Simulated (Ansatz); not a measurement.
Basis-set extrapolation for C₂H₆SSi (`S[SiH]1CC1`) (PBE0-D4/def2-TZVP geometry, frozen core, the Gaussian-basis code of Ansatz). Multiplicity 1, RHF reference.

```tsv
	def2-TZVPP	def2-QZVPP
HF	-765.730712	-765.754575
MP2 correlation	-0.641856	-0.687983
CCSD(T) correlation	-0.721458	not run
```

Energies in hartree. Use E(X) = E(∞) + A·exp(−7.88·√X) for Hartree–Fock and E(X) = E(∞) + B·X^(−2.97) for correlation, with X = 3 and 4, and add CCSD(T) minus MP2 of the smaller set to the MP2 limit.

What is the CCSD(T) energy at the basis-set limit?

HF limit: -765.754575 + (-0.023863) × 0.13774 = -765.75786. MP2 limit: -0.687983 + (-0.046127) × 0.74074 = -0.72215. Higher-order term: -0.721458 − (-0.641856) = -0.07960. Total: -766.55961 hartree, 282.1 kJ/mol below CCSD(T)/def2-TZVPP.
